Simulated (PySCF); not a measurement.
C₄H₈OSi, SMILES C#C[SiH2]CCO.

Geometry optimised at r2SCAN-D4/def2-SVP. This is a generated structure with no PubChem entry under its InChIKey; it may be hypothetical. The values are those of a single conformer.

Method: TDA-CAM-B3LYP/def2-SVPD run with PySCF 2.14.0.

Vertical excitations. The molecule is in vacuum.

| state | energy (eV) | λ (nm) | f | main pairs |
|---|---|---|---|---|
| S1 | 5.97 | 208 | 0.000 | HOMO−1→LUMO 30 %, HOMO−1→LUMO+2 22 %, HOMO→LUMO+1 18 %, HOMO−2→LUMO+1 7 % |
| S2 | 6.21 | 200 | 0.003 | HOMO−1→LUMO+1 34 %, HOMO→LUMO 15 %, HOMO→LUMO+2 10 %, HOMO→LUMO+1 8 % |
| S3 | 6.23 | 199 | 0.001 | HOMO→LUMO+1 37 %, HOMO−2→LUMO+1 14 %, HOMO−1→LUMO+1 12 %, HOMO−1→LUMO 10 % |
| S4 | 7.03 | 176 | 0.010 | HOMO−2→LUMO 38 %, HOMO→LUMO 25 %, HOMO−2→LUMO+2 9 %, HOMO−2→LUMO+3 9 % |
| S5 | 7.82 | 159 | 0.060 | HOMO→LUMO 25 %, HOMO→LUMO+2 18 %, HOMO→LUMO+3 14 %, HOMO−2→LUMO+2 13 % |
| S6 | 7.87 | 158 | 0.024 | HOMO−1→LUMO+2 42 %, HOMO−1→LUMO+3 24 %, HOMO−1→LUMO 21 % |
| S7 | 7.97 | 156 | 0.082 | HOMO→LUMO+2 32 %, HOMO−3→LUMO 13 %, HOMO→LUMO 9 %, HOMO→LUMO+5 8 % |
| S8 | 8.13 | 153 | 0.004 | HOMO−2→LUMO+1 45 %, HOMO→LUMO+1 26 % |
| S9 | 8.26 | 150 | 0.031 | HOMO−3→LUMO 25 %, HOMO→LUMO+3 19 %, HOMO−2→LUMO+2 19 %, HOMO−2→LUMO 11 % |
| S10 | 8.36 | 148 | 0.032 | HOMO−4→LUMO 26 %, HOMO−1→LUMO 13 %, HOMO−1→LUMO+5 10 %, HOMO−1→LUMO+4 9 % |
| T1 | 4.86 | 255 | 0 | HOMO−1→LUMO+1 38 %, HOMO→LUMO 13 %, HOMO→LUMO+2 10 % |
| T2 | 5.33 | 233 | 0 | HOMO→LUMO+1 20 %, HOMO−1→LUMO 19 %, HOMO−1→LUMO+2 17 %, HOMO−2→LUMO+1 9 % |
| T3 | 5.33 | 233 | 0 | HOMO−1→LUMO+1 36 %, HOMO→LUMO 11 %, HOMO→LUMO+2 10 %, HOMO→LUMO+1 7 % |
| T4 | 5.98 | 207 | 0 | HOMO→LUMO+1 34 %, HOMO−1→LUMO 19 %, HOMO−1→LUMO+2 13 %, HOMO−2→LUMO+1 13 % |
Triplets are in the Tamm–Dancoff approximation.
